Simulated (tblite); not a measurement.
Q: Write Cartesian coordinates for `C=NC[SiH2][SiH2]O` as optimised with GFN2-xTB.

A: 
```xyz
15
C2H9NOSi2 angstrom
C      1.8919    1.4614   -0.1714
N      1.1463    0.6039    0.3631
C      1.1102   -0.7349   -0.1024
Si    -0.6243   -0.9883   -0.9314
Si    -2.1432   -0.1731    0.6096
O     -1.3524    0.8323    1.6040
H      1.8479    2.4803    0.1834
H      2.5948    1.2413   -0.9799
H      1.1599   -1.3918    0.7676
H      1.9421   -0.9781   -0.7771
H     -0.6732   -2.4154   -1.2739
H     -0.5308   -0.2727   -2.2142
H     -3.2327    0.5911   -0.0069
H     -2.7356   -1.2234    1.4461
H     -0.4054    0.9753    1.4615
```

Any rigid rotation of these coordinates is as good. Atoms count from 1 in this order. Of the pairs four or more bonds apart, those above aside, N2···O6 is among the closest relative to their van der Waals radii: 2.80 Å, 91 % of the sum of Bondi's values. The C–N distances run from 1.256 Å (C1=N2, drawn double) to 1.418 Å (N2–C3, drawn single), a spread of 0.162 Å. Si5 (oxygen-bound silicon) is distorted tetrahedral (angles from 106.9° to 113.1°). H15 on O6 lies 1.94 Å from N2, 5 bonds away (angle at H 147°; Bondi radii sum to 2.75 Å): the geometry of an intramolecular hydrogen bond.

Bonds between heavy atoms (Å): C1=N2 1.256, N2–C3 1.418, C3–Si4 1.939, Si4–Si5 2.312, Si5–O6 1.620.

Structure optimised with GFN2-xTB, isolated species.

Point group: C1 (no symmetry element, even within 0.4 Å). Its GFN2-xTB frequencies are all real (lowest 36 cm⁻¹). One conformer, not necessarily the lowest (C1–N2–C3–Si4 -111°, N2–C3–Si4–Si5 -49°, C3–Si4–Si5–O6 21°, Si4–Si5–O6–H 0°).

All values are computed, not measured.
